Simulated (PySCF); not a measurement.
SiClFI2, SMILES I[Si](I)(Cl)F. Geometry optimised at B3LYP-D3(BJ)/def2-SVP. The def2 effective core potentials stand for the cores of I; spin–orbit coupling is left out.

Computed equilibrium geometry at B3LYP-D3(BJ)/def2-SVP (PySCF confirms it by a frequency run) as Cartesian coordinates in Å, and its point group:
point group Cs.
```xyz
5

F      1.9351     1.0723     0.0000
Si     0.3645     0.6995     0.0000
Cl    -0.6823     2.4625     0.0000
I     -0.1030    -0.5784    -2.0205
I     -0.1030    -0.5784     2.0205
```
Charge 0, spin multiplicity 1.
